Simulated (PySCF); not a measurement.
C2H2N3, SMILES [N]1N=CN=C1 (connectivity only; charge and spin as stated), charge -1, multiplicity 1. Atoms are numbered in the order given.

```xyz
7

C      0.0000     1.0327     0.3225
N      0.0000     0.0000     1.1872
C      0.0000    -1.0327     0.3225
N      0.0000    -0.6773    -0.9611
N      0.0000     0.6773    -0.9611
H      0.0000     2.0794     0.6372
H      0.0000    -2.0794     0.6372
```
Charge -1, spin multiplicity 1.

Coordinates come from a PBE0-D3(BJ)/def2-SVPD optimisation. The multiplicity is an assumed one; other spin states were not compared. The isomer is the one that the SMILES or the coordinates give; other isomers of the formula were not compared.

Level of theory: PBE/pcSseg-1 (PySCF).

GIAO shieldings, no solvent; atoms alike by connectivity are averaged. δ = σ(ref) − σ: ¹³C against TMS (σ = 182.0 ppm); ¹⁵N against NH3 (σ = 267.0 ppm); ¹H against TMS (σ = 31.49 ppm), references at their B3LYP-D3(BJ)/def2-TZVP geometries, non-relativistic.

```csv
atoms,nucleus,count,δ (ppm)
"C1, C3",¹³C,2,148.4
"N4, N5",¹⁵N,2,?
N2,¹⁵N,1,275.9
"H6, H7",¹H,2,?
```

Complete the blanks. (The exact figures need the calculation; the answer reports its results.)


- H6, H7, δ (ppm): 7.45
- N4, N5, δ (ppm): 355.7
